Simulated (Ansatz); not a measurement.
C2H9NOSi can be A, `CO[SiH2]CN`, or B, `CC(O)N[SiH3]`.

Gas-phase electronic energies from Ansatz, PBE0-D4/def2-TZVP geometries. CBS: MP2 limit from def2 TZ/QZ plus the TZ coupled-cluster correction, frozen cores. Functionals use def2-TZVPP. B3LYP here is the variant with VWN-RPA as its local correlation; programs differ in this. Each species was taken in one conformer, which may not be the lowest.

(1) Which isomer does CCSD(T)/CBS put lower? Give the gap. (Best estimate.)

(2) Give E(B) − E(A) in kJ/mol with HF/def2-TZVPP, CCSD(T)/def2-TZVPP, PBE-D4, B3LYP-D4, r2SCAN-D4, ωB97M-V, B3LYP. (Estimate.)

Largest T1 diagnostic: 0.011.

Answers

(1) Ansatz gave: A, by 17.5 kJ/mol.

(2) Ansatz gave: HF/def2-TZVPP 22.3, CCSD(T)/def2-TZVPP 16.3, PBE-D4 16.6, B3LYP-D4 22.4, r2SCAN-D4 16.8, ωB97M-V 18.8, B3LYP 22.5. None reverses the order clearly.

In def2-TZVPP, CCSD(T) changes the Hartree–Fock value by −5.9 kJ/mol (the triples alone add −1.4 kJ/mol) and MP2 by −6.5 kJ/mol.
